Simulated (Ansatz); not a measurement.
`BC[SiH](N)F` + HCl → `BC[SiH](F)Cl` + NH₃ at 298.15 K and 1 bar (ligand exchange at the Si–N bond).

Gas-phase electronic energies from Ansatz, PBE0-D4/def2-TZVP geometries. CCSD(T)/CBS adds triple-zeta CCSD(T) − MP2 to the extrapolated MP2 energy (def2 sets, frozen cores). This one scheme is used for every species. Each species was taken in one conformer, which may not be the lowest.

```csv
species,CCSD(T)/CBS energy (Eh),H − E (kJ/mol),S (J/(mol·K))
`BC[SiH](N)F`,-510.73515,248.6,356.7
HCl,-460.38127,26.6,186.8
`BC[SiH](F)Cl`,-914.62178,182.7,354.4
NH₃,-56.50880,100.5,192.4
```

H − E and S are ideal-gas, rigid-rotor, harmonic terms from PBE0-D4/def2-TZVP, for one conformer and one mirror image of each species. 1 Eh = 2625.50 kJ/mol, R = 8.31446 J/(mol·K).

**Question.** By hand: ΔE, ΔH, ΔS and ΔG.

**Answer.** ΔE = (-914.62178) + (-56.50880) − (-510.73515) − (-460.38127) = -0.01416 Eh = -37.2 kJ/mol. Δ(H − E) = 182.7 + 100.5 − 248.6 − 26.6 = 8.0, so ΔH = -29.2 kJ/mol. ΔS = 354.4 + 192.4 − 356.7 − 186.8 = 3.3 J/(mol·K). ΔG = -29.2 − 298.15 × (3.3)/1000 = -30.2 kJ/mol.

**Question.** By hand: the equilibrium constant, and the temperature at which ΔG would vanish if ΔH and ΔS stayed fixed.

**Answer.** log₁₀ K = −ΔG/(RT ln 10) = 5.3. ΔH and −TΔS have one sign here, so there is no such temperature. One of them is within its doubt of zero, so this could turn.

The number of gas molecules stays the same, so ΔS is small and ΔH decides. A doubt of 5 kJ/mol in ΔE shifts log₁₀ K by 0.9 here. Other conformers and mirror images would add mixing entropy, several J/(mol·K) or more a flexible species. Modes under 60 cm⁻¹, often nearly free rotors, make the harmonic entropy too high. These are equilibria of isolated gas molecules and say nothing of rates. Largest T1 diagnostic: 0.011 (customary marks: 0.02 for closed shells, 0.045 for open ones).
